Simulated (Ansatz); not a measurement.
CH6OSSi (`OCS[SiH3]`): the same geometry under several functionals.

```yaml
crystal:
  periodic: [false, false, false]
  atoms:
    - {symbol: O, position_ang: [-0.108372, 1.864886, -0.936263]}
    - {symbol: C, position_ang: [0.561493, 0.663298, -1.127646]}
    - {symbol: S, position_ang: [-0.505463, -0.830535, -1.038976]}
    - {symbol: Si, position_ang: [-0.436868, -1.152154, 1.060885]}
    - {symbol: H, position_ang: [-0.484260, 1.877564, -0.051064]}
    - {symbol: H, position_ang: [0.952498, 0.675097, -2.144478]}
    - {symbol: H, position_ang: [1.398305, 0.529264, -0.433081]}
    - {symbol: H, position_ang: [-1.372356, -2.260513, 1.365572]}
    - {symbol: H, position_ang: [-0.860482, 0.074625, 1.795323]}
    - {symbol: H, position_ang: [0.938505, -1.492730, 1.512628]}
basis:
  gaussian: {orbitals: def2-TZVPP}
hamiltonian: {xc: {name: wB97M-V}}
output: {forces: true, orbitals: {seedname: orbitals}}
```

```sh
$ ansatz run in.yaml --threads 2 --pin off --events-out ev --progress --plain --max-ram 4352MiB
```

Output, abridged:

```
Functional definition: wB97M-V
1267 factors; their error is unknown
289 factors; integrals over basis functions are off by at most 1.1e-5 eV
mean field evaluation 1: about -21891.6202 eV, gradient 3.9e1 eV
mean field evaluation 2: about -21891.6765 eV, gradient 4.2e1 eV
mean field evaluation 4: about -21894.3944 eV, gradient 1.3e0 eV
mean field evaluation 8: about -21894.4056 eV, gradient 3.2e-2 eV
mean field evaluation 16: about -21894.4071 eV, gradient 7.7e-5 eV
mean field -21894.40710953 eV, -804.6046207131 hartree, gradient 7.7e-5 eV, S^2 0.000000; 0 other end points of the search recorded, 0 dependent functions left out
reference -21894.40715819 eV, -804.6046225012 hartree; 25, 25 occupied and 205, 205 virtual orbitals, 1267 factors
Total energy: -21894.40715819 eV, -804.6046225012 hartree
Atom 0 at    -0.108372     1.864886    -0.936263 Å, force    -0.172180     0.226835     0.123246 eV/Å
Atom 1 at     0.561493     0.663298    -1.127646 Å, force     0.274917    -0.289714    -0.092637 eV/Å
Atom 2 at    -0.505463    -0.830535    -1.038976 Å, force    -0.041381    -0.003529    -0.026325 eV/Å
Atom 3 at    -0.436868    -1.152154     1.060885 Å, force     0.006688    -0.030292     0.204452 eV/Å
Atom 4 at    -0.484260     1.877564    -0.051064 Å, force     0.010314     0.010346    -0.054493 eV/Å
Atom 5 at     0.952498     0.675097    -2.144478 Å, force    -0.019651     0.008466     0.108382 eV/Å
Atom 6 at     1.398305     0.529264    -0.433081 Å, force    -0.062752     0.033039    -0.067257 eV/Å
Atom 7 at    -1.372356    -2.260513     1.365572 Å, force     0.116058     0.135811    -0.039640 eV/Å
Atom 8 at    -0.860482     0.074625     1.795323 Å, force     0.053695    -0.135943    -0.095531 eV/Å
Atom 9 at     0.938505    -1.492730     1.512628 Å, force    -0.165708     0.044981    -0.060197 eV/Å
Dipole moment:     0.162923    -0.022826     0.300869 e Å
```

It took 17 s on 2 threads of an Arm Neoverse V1 on a shared host, with 0.76 GiB of host memory at the peak.

With the line `hamiltonian: {xc: {name: PBE-QIDH}}` and no forces (abridged; 7.5 s):

```
Functional definition: PBE-QIDH
mean field evaluation 16: about -21873.9467 eV, gradient 1.5e-4 eV
mean field -21873.94670999 eV, -803.8527148985 hartree, gradient 8.3e-6 eV, S^2 0.000000
12 core orbitals not correlated: weight in the atoms' cores, before any rotation towards them, 1.000 or more for the frozen orbitals, at most 0.000 for the correlated occupied ones
second order -22.12640353 eV of doubles, -0.00000000 eV of singles
Total energy: -21881.32219010 eV, -804.1237587934 hartree
```

Changing it to `hamiltonian: {xc: {name: B2PLYP}}` and no forces (abridged; 7.5 s):

```
Functional definition: B2PLYP
mean field evaluation 16: about -21881.3987 eV, gradient 3.0e-5 eV
mean field -21881.39865206 eV, -804.1265687183 hartree, gradient 8.7e-6 eV, S^2 0.000000
12 core orbitals not correlated: weight in the atoms' cores, before any rotation towards them, 1.000 or more for the frozen orbitals, at most 0.000 for the correlated occupied ones
second order -23.84679234 eV of doubles, -0.00000000 eV of singles
Total energy: -21887.83745234 eV, -804.3631902643 hartree
```

Changing it to `hamiltonian: {xc: {name: BLYP}, dispersion: d4}` and no forces (abridged; 2.9 s):

```
Functional definition: BLYP
mean field evaluation 16: about -21895.7552 eV, gradient 1.8e-4 eV
mean field -21895.75518412 eV, -804.6541615406 hartree, gradient 5.1e-5 eV, S^2 0.000000
Total energy: -21896.22955134 eV, -804.6715942142 hartree
```

With the line `hamiltonian: {xc: {name: B3LYP}, dispersion: d4}` (abridged; 6.5 s):

```
Functional definition: B3LYP
mean field evaluation 16: about -21898.2210 eV, gradient 3.5e-5 eV
mean field -21898.22101318 eV, -804.7447790871 hartree, gradient 3.5e-5 eV, S^2 0.000000
Total energy: -21898.56908907 eV, -804.7575706402 hartree
Atom 0 force    -0.150190     0.280518     0.085419 eV/Å
Atom 1 force     0.409191    -0.129396    -0.165476 eV/Å
Atom 2 force    -0.159972    -0.205224    -0.143876 eV/Å
Atom 3 force    -0.017008    -0.067728     0.271873 eV/Å
Atom 4 force    -0.031630     0.064777     0.015183 eV/Å
Atom 5 force    -0.008444     0.012365     0.076753 eV/Å
Atom 6 force    -0.043743     0.034065    -0.061768 eV/Å
Atom 7 force     0.062968     0.070841    -0.013854 eV/Å
Atom 8 force     0.031396    -0.082909    -0.043627 eV/Å
Atom 9 force    -0.092567     0.022690    -0.020627 eV/Å
Dipole moment:     0.164597    -0.017114     0.297423 e Å
```

The same input with `hamiltonian: {xc: lda}` and no forces (abridged; 1.8 s):

```
Functional definition: SPW92
mean field evaluation 16: about -21802.6411 eV, gradient 2.4e-4 eV
mean field -21802.64106522 eV, -801.2322807859 hartree, gradient 5.9e-5 eV, S^2 0.000000
Total energy: -21802.64110293 eV, -801.2322821716 hartree
```

B3LYP takes the VWN-RPA correlation (the form of Gaussian; ORCA's B3LYP/G).
